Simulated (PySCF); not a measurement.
B(F)(Et)(Vi), C4H8BF, SMILES C=CB(F)CC, B3LYP/def2-SVP optimised geometry.

```
14

B     -0.67     0.61     0.00
F     -1.30     1.80     0.00
C      0.90     0.61     0.00
C      1.58     1.87     0.56
H      1.19     0.48    -1.07
H      1.29    -0.30     0.50
H      1.35     2.00     1.63
H      1.23     2.78     0.04
H      2.67     1.83     0.46
C     -1.59    -0.65    -0.05
C     -1.15    -1.92     0.03
H     -2.67    -0.49    -0.16
H     -1.82    -2.78    -0.01
H     -0.08    -2.15     0.14
```

Density from B3LYP/def2-TZVP (PySCF) at that geometry.

Minimum of the electron density along straight lines between bonded atoms, close to the bond critical point (lines longer than 1.1 times the sum of covalent radii, or with two minima, are not listed):

```tsv
bond	length / Å	ρ at the minimum / e bohr⁻³	∇²ρ there / e bohr⁻⁵	position (fraction from the first atom)
B1–F2	1.342	0.191	1.15	0.34
B1–C3	1.576	0.195	-0.42	0.33
C3–C4	1.535	0.239	-0.58	0.50
C3–H5	1.111	0.261	-0.84	0.63
C3–H6	1.104	0.268	-0.88	0.63
C4–H7	1.103	0.272	-0.91	0.64
C4–H8	1.101	0.274	-0.92	0.64
C4–H9	1.102	0.273	-0.92	0.64
B1–C10	1.561	0.194	-0.30	0.33
C10–C11	1.344	0.347	-1.06	0.49
C10–H12	1.099	0.275	-0.94	0.64
C11–H13	1.096	0.280	-0.98	0.65
C11–H14	1.096	0.280	-0.98	0.65
```
